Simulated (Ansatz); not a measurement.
Cl2Te, triplet, geometry from GFN2-xTB (a higher spin typed on purpose: for a closed-shell molecule this is an excited state) (all electrons, no relativity).

The Ansatz (a first-principles code) input:
Ansatz 0.2 input:
```yaml
crystal:
  periodic: [false, false, false]
  atoms:
    - {symbol: Te, position_ang: [-0.06824556, -0.05189516, 0.73922318]}
    - {symbol: Cl, position_ang: [1.14915592, 1.35509134, -1.20072069]}
    - {symbol: Cl, position_ang: [-0.94040481, -1.19635319, -1.06043255]}
basis:
  gaussian:
    orbitals: STO-3G
hamiltonian:
  xc: b3lyp
magnetization: {spin_polarized: true, initial_magnetization: 2}
```

**Question.** What is the computed number of basis functions (B3LYP/STO-3G in Ansatz)?

**Answer.** 45

**Question.** What is the computed total energy (B3LYP/STO-3G)?

**Answer.** -7459.574194 Ha

**Question.** What is the computed <S^2> (B3LYP/STO-3G)?

**Answer.** 2.004
